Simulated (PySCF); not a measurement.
# Bi⁺ (bismuth, charge +1) across methods

[Xe] 4f14 5d10 6s2 6p2, high-spin 3P determinant. Computed with PySCF 2.14 in def2-QZVPPD with the def2 core potential (60 electrons) (8s6p5d4f1g, 88 functions), with a scalar-relativistic core potential.

```tsv
method	E (hartree)	mean ε 6s α (eV)	mean ε 6s β (eV)	mean ε 6p α (eV)	Σ⟨r²⟩ (bohr²)	⟨S²⟩
PW91	-214.4050	-22.578	-21.377	-12.060	53.27	2.001
LC-wPBE	-214.3327	-27.348	-24.901	-15.690	52.92	2.005
PBE	-214.3232	-22.503	-21.298	-12.004	53.30	2.001
wB97M-V	-214.2348	-26.597	-24.489	-15.171	53.30	2.003
PBE0	-214.3011	-24.118	-22.257	-13.086	53.17	2.002
TPSS	-214.2324	-22.575	-21.166	-12.053	53.23	2.002
LDA	-214.0039	-22.792	-21.770	-12.110	53.27	2.001
UHF	-213.29302	-27.943	-23.918	-15.673	53.72	2.008
r2SCAN	-214.3964	-23.054	-21.373	-12.372	53.02	2.004
```

Energies and moments cover only the electrons outside the core potential. Spin-orbit coupling is strong in this species (close to jj coupling), so the high-spin LS determinant is a model state, not a physical level.
